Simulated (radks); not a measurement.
All-electron atom: Xe29+ in [Ar] 3d6 4p1 (not the ground configuration). Method: scalar-relativistic Kohn-Sham, BLYP, spin-polarised, spherical densities, point nucleus; open shells are filled with parallel spins first (spin-orbit coupling, left out, can overturn this in heavy ions); computed with a radial shooting solver on a logarithmic mesh with Libxc functionals.

Unscreened Slater integrals over Kohn-Sham orbitals (eV). They are taken over the spin-up orbitals.

integral    value
F0(4p,4p)  41.000
F2(4p,4p)  21.383
F0(4p,3d)  51.891
F2(4p,3d)  15.076
G1(4p,3d)  4.9160
G3(4p,3d)  4.9746
F0(4p,3p)  50.967
F2(4p,3p)  16.126
G0(4p,3p)  4.3481
G2(4p,3p)  5.2721
F0(4p,3s)  50.705
G1(4p,3s)  4.5311
F0(3d,3d)  95.067
F2(3d,3d)  48.584
F4(3d,3d)  31.289
F0(3d,3p)  88.774
F2(3d,3p)  42.856
G1(3d,3p)  46.908
G3(3d,3p)  30.981
F0(3d,3s)  87.761
G2(3d,3s)  35.518
F0(3p,3p)  85.034
F2(3p,3p)  42.824
F0(3p,3s)  84.099
G1(3p,3s)  54.905
F0(3s,3s)  83.377

Derived for the open shells (J is the average intra-shell exchange parameter used in DFT+U). 3d: Racah B = F2/49 - 5 F4/441 = 0.6367 eV, C = 35 F4/441 = 2.483 eV, C/B = 3.90, F4/F2 = 0.644, J = (F2 + F4)/14 = 5.705 eV. 4p: J = F2/5 = 4.277 eV.
